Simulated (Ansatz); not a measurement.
Geometry optimisation, RKS PBE/6-31G (Ansatz 0.2.0).

Input file:

```yaml
crystal:
  periodic: [false, false, false]
  atoms:
    - { symbol: C, position_ang: [-0.6341, -1.4907, -0.8936] }
    - { symbol: C, position_ang: [0.1332, -0.2537, -0.5368] }
    - { symbol: F, position_ang: [0.6104, 0.4462, -1.6517] }
    - { symbol: Si, position_ang: [1.3641, -0.3897, 0.8928] }
    - { symbol: C, position_ang: [-0.3129, 0.6017, 0.5844] }
    - { symbol: "N", position_ang: [-0.2281, 2.0966, 0.4909] }
    - { symbol: H, position_ang: [-0.0527, -2.159, -1.4707] }
    - { symbol: H, position_ang: [-1.0674, -1.9477, -0.0447] }
    - { symbol: H, position_ang: [-1.5122, -1.1172, -1.5016] }
    - { symbol: H, position_ang: [1.0216, -1.4255, 1.9604] }
    - { symbol: H, position_ang: [2.4374, 0.5267, 1.0302] }
    - { symbol: H, position_ang: [-1.091, 0.2541, 1.2614] }
    - { symbol: H, position_ang: [-1.144, 2.4782, 0.0838] }
    - { symbol: H, position_ang: [0.4626, 2.3508, -0.1759] }
basis:
  gaussian: { orbitals: "6-31G" }
hamiltonian:
  xc: pbe
relax:
  f_tol: 0.015
  max_steps: 40
```

Command:

```bash
$ ansatz run input.yaml --threads 1 --pin off --max-ram 2048MiB --backend cpu --events-out ev --progress --plain --runs-dir out
```

Problem. Where does it end, and by what steps?

Solution. The run converged. Limits of this set-up: no polarisation functions. After 29 steps the energy has fallen by 0.792 eV; H14 moved furthest, 1.48 Å.

| step | energy less start (eV) | largest force component (eV/Å) | accepted |
| --- | --- | --- | --- |
| 0 | 0.0000 | 2.713 | yes |
| 2 | -0.5870 | 0.797 | yes |
| 4 | -0.6407 | 0.308 | yes |
| 6 | -0.6535 | 0.106 | yes |
| 8 | -0.6570 | 0.070 | yes |
| 10 | -0.6577 | 0.245 | yes |
| 12 | -0.6605 | 0.159 | yes |
| 14 | -0.6650 | 0.203 | yes |
| 16 | -0.6734 | 0.370 | yes |
| 18 | -0.6984 | 0.763 | yes |
| 20 | -0.7367 | 0.340 | yes |
| 22 | -0.7810 | 0.219 | yes |
| 24 | -0.7888 | 0.100 | yes |
| 26 | -0.7906 | 0.049 | no |
| 28 | -0.7916 | 0.032 | yes |
| 29 | -0.7917 | 0.011 | yes |

```xyz
14
Properties=species:S:1:pos:R:3
C -0.769 -1.472 -0.846
C 0.103 -0.302 -0.463
F 0.538 0.408 -1.662
Si 1.363 -0.281 1.029
C -0.384 0.681 0.604
N -0.436 2.042 0.226
H -0.209 -2.183 -1.474
H -1.110 -2.008 0.056
H -1.660 -1.126 -1.402
H 1.515 -1.595 1.764
H 2.627 0.458 0.678
H -1.233 0.328 1.203
H 0.052 2.271 -0.639
H -0.410 2.749 0.956
```

Time of the run: 3.2 min on 1 thread of Intel(R) Xeon(R) Platinum 8259CL CPU @ 2.50GHz (Skylake/Cascade Lake), with other jobs on the host, peak memory 0.19 GiB.
